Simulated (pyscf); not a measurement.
H₃Si–AsH–Ga [singlet] -> H₃Si–As=GaH (concerted two-bond exchange; singlet surface; As–H, H–Si broken, Ga–H, H–Si formed). Structures and frequencies: ωB97X-D3(BJ)/def2-SVP in PySCF. MP2 and CC: frozen core, UHF for open shells. ΔMP2 is the change of the MP2 total energy from the triple- to the quadruple-zeta basis. Energies in kcal/mol from the reactant's lowest minimum found.

| level | barrier | reaction energy |
|---|---|---|
| PBE/def2-TZVP | 53.0 | +6.1 |
| r²SCAN/def2-TZVP | 56.3 | +3.3 |
| B3LYP-D3(BJ)/def2-TZVP | (withheld) | +10.2 |
| HF/def2-TZVP | 79.5 | +8.8 |
| MP2/def2-QZVPP | 62.9 | +2.5 |
| CCSD/def2-TZVPP | 65.4 | +5.9 |
| CCSD(T)/def2-TZVPP + ΔMP2(QZVPP) | (withheld) | (withheld) |

Complete the blanks.


- B3LYP-D3(BJ)/def2-TZVP, barrier: 61.9
- CCSD(T)/def2-TZVPP + ΔMP2(QZVPP), barrier: 60.7
- CCSD(T)/def2-TZVPP + ΔMP2(QZVPP), reaction energy: +5.6

H₃Si–As=GaH is closed by a dative Ga–Si contact. One saddle was located; it need not be the lowest between these sides. A restricted solution here is unstable towards spin polarisation, so biradical character is likely and single-reference numbers are less safe. The CCSD(T) − MP2 part came from Ansatz, without density fitting, on the same reference. The frozen core leaves the outer d or s,p core shells of the metals and heavy elements correlated in the MP2 and CC values, and def2-TZVPP describes them poorly, which can shift differences by a few kcal/mol. Elements up to Kr have no core potential and no relativistic terms here.
